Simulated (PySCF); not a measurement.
**Electron correlation in Nb (niobium, neutral)**

[Kr] 4d3 5s1 6s1, high-spin 6F determinant (an excited configuration). Calculation: PySCF 2.14, in x2c-TZVPPall with one added diffuse shell each of s, p, d, f type (9s7p7d3f1g, 95 functions); the spin-free X2C one-electron Hamiltonian (Gaussian nucleus). Frozen: [Kr]; 5 electrons correlated.

| level | correlation energy (mhartree) |
| --- | --- |
| CCSD | -38.53 |
| (T) | -0.77 |
| CCSD(T) | -39.30 |

Diagnostics: T1 = 0.013, D1 = 0.0394, largest double amplitude 0.047.

Question: Is a single reference adequate?

Answer: Yes, within this model without spin-orbit coupling: T1 lies below 0.03 and no double amplitude reaches 0.07.
